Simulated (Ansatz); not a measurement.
Mulliken charges of Cl$_{3}$HNNb, SMILES `[NH]=[Nb]([Cl])([Cl])[Cl]` from r2SCAN/def2-TZVPP in Ansatz (PBE0-D4/def2-TZVP geometry).

| atom | x (Å) | y (Å) | z (Å) | charge (e) |
| --- | --- | --- | --- | --- |
| N1 | -0.550 | 0.571 | 1.032 | -0.592 |
| Nb2 | 0.180 | -0.191 | -0.330 | 1.285 |
| Cl3 | 1.801 | -1.584 | 0.470 | -0.292 |
| Cl4 | -1.465 | -1.342 | -1.414 | -0.292 |
| Cl5 | 1.054 | 1.465 | -1.634 | -0.292 |
| H6 | -0.978 | 1.017 | 1.831 | 0.182 |

Question: By hand: the dipole of these point charges (1 e Å = 4.8032 D).

Answer: Σ q r = (-0.027, 0.028, 0.051) e Å, of length 0.064 e Å = 0.31 D.

Question: How does the dipole of the full density compare? (Estimate.)

Answer: Computed: (-0.132, 0.138, 0.246) e Å, 1.50 D; the point charges give 0.21 times that, at 1° from its direction.

Point charges leave out the atoms' own dipoles, such as those of lone pairs, and Mulliken's split depends on the basis, so the two needn't agree.
